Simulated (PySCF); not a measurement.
BeCl, multiplicity 2. Atoms are numbered in the order given.

```xyz
2

Be     0.0000     0.0000    -1.4683
Cl     0.0000     0.0000     0.3455
```
Charge 0, spin multiplicity 2.

The structure is a stationary point at B3LYP-D3(BJ)/def2-TZVPD. The multiplicity is an assumed one; other spin states were not compared.

Computed with B3LYP/def2-TZVPD (PySCF).

Gas-phase values at a fixed geometry.

```yaml
total_energy: -474.98886 hartree
point_group: C∞v
"α spin, highest occupied and lowest empty level": -6.10 and -1.30 eV
"β spin, highest occupied and lowest empty level": -9.36 and -2.64 eV
dipole_moment: 0.97 D
mean_static_polarisability: 40.6 bohr³ (6.02 Å³)
polarisability_principal_values: 40.1, 40.1, 41.6 bohr³
"⟨S²⟩": 0.751 (pure state 0.75)
```
